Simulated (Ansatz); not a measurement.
Job for Ansatz (a program for electronic structure): U-CCSD(T)/def2-TZVPP on ClHPb (SMILES [Cl][PbH]), a point of a bond scan (R = 5.961 Å). Elements past Kr take the def2 small-core potentials; no spin–orbit coupling. The run froze 14 orbitals, filled d shells among them.

Ansatz 0.2 input:
```yaml
crystal:
  periodic: [false, false, false]
  atoms:
    - {symbol: Pb, position_ang: [-0.21816163, -0.21253453, 0.29359630]}
    - {symbol: H, position_ang: [-3.92856435, -2.37055597, -3.84226162]}
    - {symbol: Cl, position_ang: [1.13334803, 1.07733808, -1.35741397]}
basis:
  gaussian:
    orbitals: def2-TZVPP
correlation: {method: ccsd_t, electrons: outside_noble_gas}
scf: {omitted_lower_state_checks: [cluster_reference]}
magnetization: {spin_polarized: true, initial_magnetization: 0}
```

The log:

```
WARN ansatz: RAYON_NUM_THREADS=1 ignored (pool sized by the plan → 1); use --threads N
Functional definition: HF
these checks for a lower state are left out or cut short: cluster_reference
integrals: 0.20 GiB planned
801 factors; integrals over basis functions are off by at most 1.1e-3 eV
mean field: 0.32 GiB planned
mean field evaluation 1: about -17732.1596 eV, gradient 1.5e1 eV
mean field evaluation 2: about -17732.1598 eV, gradient 1.5e1 eV
mean field evaluation 4: about -17733.4974 eV, gradient 8.1e0 eV
mean field evaluation 8: about -17734.8878 eV, gradient 2.4e0 eV
mean field evaluation 16: about -17735.2761 eV, gradient 4.8e-1 eV
mean field evaluation 32: about -17738.1605 eV, gradient 1.1e1 eV
mean field evaluation 64: about -17739.1518 eV, gradient 2.7e-1 eV
mean field evaluation 96: about -17739.1529 eV, gradient 5.8e-3 eV
mean field evaluation 128: about -17734.4245 eV, gradient 3.8e0 eV
mean field evaluation 160: about -17735.2973 eV, gradient 7.3e-1 eV
mean field -17739.15288788 eV, -651.9018446001 hartree, gradient 4.3e-11 eV, S^2 1.009358; 10 other end points of the search recorded, 0 dependent functions left out
14 core orbitals not correlated
reference -17739.15288788 eV, -651.9018446001 hartree; 6, 6 occupied and 86, 86 virtual orbitals, 801 factors
second order -6.57517260 eV of doubles, -0.00000000 eV of singles
coupled cluster: 0.46 GiB planned
cycle   1  -7.00443265 eV  change   -4.3e-1 eV  update   6.2e-2
cycle   2  -7.17244323 eV  change   -1.7e-1 eV  update   2.1e-2
cycle   3  -7.21325369 eV  change   -4.1e-2 eV  update   1.2e-2
cycle   4  -7.20875982 eV  change    4.5e-3 eV  update   3.8e-3
cycle   5  -7.20812777 eV  change    6.3e-4 eV  update   1.6e-3
cycle   6  -7.20831129 eV  change   -1.8e-4 eV  update   5.8e-4
cycle   7  -7.20827840 eV  change    3.3e-5 eV  update   2.0e-4
cycle   8  -7.20828132 eV  change   -2.9e-6 eV  update   7.4e-5
cycle   9  -7.20828170 eV  change   -3.8e-7 eV  update   2.7e-5
cycle  10  -7.20827158 eV  change    1.0e-5 eV  update   1.6e-5
cycle  11  -7.20827422 eV  change   -2.6e-6 eV  update   1.4e-5
coupled cluster: 0.46 GiB planned
perturbative correction -0.30392704 eV, -0.0111691125 hartree
Total energy: -17746.66508913 eV, -652.1779129041 hartree
Checks for a lower state left out: cluster_reference
```

Self-consistency was reached. Its determinant has ⟨S²⟩ = 1.01, a mixture of spin states.

Cost: roughly 40 core-seconds.
